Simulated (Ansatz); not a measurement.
C5H12N (SMILES [CH2]N(CC)CC), doublet, geometry from GFN2-xTB; B3LYP/STO-3G run with Ansatz (a program for electronic structure).

Input for Ansatz:
Ansatz 0.2 input:
```yaml
crystal:
  periodic: [false, false, false]
  atoms:
    - {symbol: C, position_ang: [-0.15551325, -0.24560314, -1.75467099]}
    - {symbol: N, position_ang: [0.06306170, 0.08609571, -0.42785088]}
    - {symbol: C, position_ang: [1.00637347, -0.67626077, 0.34959213]}
    - {symbol: C, position_ang: [2.23211747, 0.16851908, 0.71024644]}
    - {symbol: C, position_ang: [-0.98313798, 0.77345311, 0.28137186]}
    - {symbol: C, position_ang: [-2.18143035, -0.12375894, 0.61371895]}
    - {symbol: H, position_ang: [-0.75686024, 0.44579200, -2.31671610]}
    - {symbol: H, position_ang: [0.65608945, -0.73282276, -2.26187803]}
    - {symbol: H, position_ang: [1.32639584, -1.54632624, -0.22876173]}
    - {symbol: H, position_ang: [0.53430535, -1.03765612, 1.27076250]}
    - {symbol: H, position_ang: [2.72295681, 0.51649522, -0.19494052]}
    - {symbol: H, position_ang: [1.93924894, 1.03599440, 1.29694076]}
    - {symbol: H, position_ang: [2.93823080, -0.42123390, 1.28915438]}
    - {symbol: H, position_ang: [-0.56328491, 1.18526270, 1.20372455]}
    - {symbol: H, position_ang: [-1.32532720, 1.60664863, -0.33987297]}
    - {symbol: H, position_ang: [-2.58790607, -0.54229888, -0.30332560]}
    - {symbol: H, position_ang: [-1.88102301, -0.94282199, 1.26319282]}
    - {symbol: H, position_ang: [-2.95471387, 0.45220111, 1.11512572]}
basis:
  gaussian:
    orbitals: STO-3G
hamiltonian:
  xc: b3lyp
magnetization: {spin_polarized: true, initial_magnetization: 1}
accuracy: high
```

The log (banner, timings and long lists left out):

```
Functional definition: B3LYP
968 factors; integrals over basis functions are off by at most 1.8e-9 eV
mean field evaluation 1: about -6784.7513 eV, gradient 8.8e0 eV
mean field evaluation 2: about -6784.9604 eV, gradient 8.3e0 eV
mean field evaluation 4: about -6785.3614 eV, gradient 7.4e-1 eV
mean field evaluation 8: about -6785.2929 eV, gradient 1.5e-2 eV
mean field evaluation 16: about -6785.2929 eV, gradient 7.3e-6 eV
mean field -6785.29288640 eV, -249.3549143385 hartree, gradient 2.4e-8 eV, S^2 0.751671; 0 other end points of the search recorded, 0 dependent functions left out
reference -6785.29292844 eV, -249.3549158835 hartree; 25, 24 occupied and 17, 18 virtual orbitals, 968 factors
Total energy: -6785.29292844 eV, -249.3549158835 hartree
```
